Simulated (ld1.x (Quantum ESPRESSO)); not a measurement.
**Which change was made? (Sn, TM)**

Sn (Z = 50), norm-conserving Troullier–Martins (Kleinman–Bylander form), made with ld1.x (Quantum ESPRESSO) 7.5 (Wu–Cohen, scalar-relativistic). Core [Kr], reference 4d10 5s2 5p1 (charge +1). Waves: 5s (bound): rc 1.45 bohr; 5p (bound): rc 1.90 bohr; 4d (bound): rc 1.45 bohr. Local part: all-electron potential smoothed inside 1.10 bohr (lloc = -1). Core correction: Bessel-smoothed model core inside 1.15 bohr.

Cutoffs, loose and tight: the cutoffs (Ry, on a coarse ladder) from which the occupation-weighted sum of valence levels, in a spherical-Bessel basis at the reference potential, stays within 10 and 1 mRy of its value at 400 Ry. They do not see the model core or the augmentation charge, which bear on the density cutoff. Test errors are all-electron minus pseudo excitation energies from the reference, over the configurations 4d10 5s2 5p2; 4d10 5s2 5p0; 4d10 5s1 5p0; 4d9 5s2 5p2; 4d10 5s1 5p2; 4d10 5s0 5p4; 4d10 5s2 5p2.3; variants that change the core or the reference have their own tests.

The base gives: outcome: generated; cutoff, loose: 90 Ry; cutoff, tight: 180 Ry; bound ghosts: s, p; largest test error (meV): -170.

Problem. After one change the result is: outcome: generated; cutoff, loose: 80 Ry; cutoff, tight: 160 Ry; bound ghosts: s, p; largest test error (meV): -122. Which change was it?
A. wave 4d (bound): rc 1.45 bohr becomes 4d (bound): rc 1.10 bohr
B. wave 4d (bound): rc 1.45 bohr becomes 4d (bound): rc 1.92 bohr
C. wave 4d (bound): rc 1.45 bohr becomes 4d (bound): rc 2.20 bohr
D. wave 4d (bound): rc 1.45 bohr becomes 4d (bound): rc 0.92 bohr

Solution. B. The others give: wave 4d (bound): rc 1.45 bohr becomes 4d (bound): rc 2.20 bohr → outcome: generated; cutoff, loose: 80 Ry; cutoff, tight: 160 Ry; bound ghosts: s, p; largest test error (meV): -62 | wave 4d (bound): rc 1.45 bohr becomes 4d (bound): rc 1.10 bohr → outcome: generated; cutoff, loose: 110 Ry; cutoff, tight: 180 Ry; bound ghosts: s, p; largest test error (meV): -173 | wave 4d (bound): rc 1.45 bohr becomes 4d (bound): rc 0.92 bohr → outcome: generated; cutoff, loose: 140 Ry; cutoff, tight: 230 Ry; bound ghosts: s, p; largest test error (meV): -172.
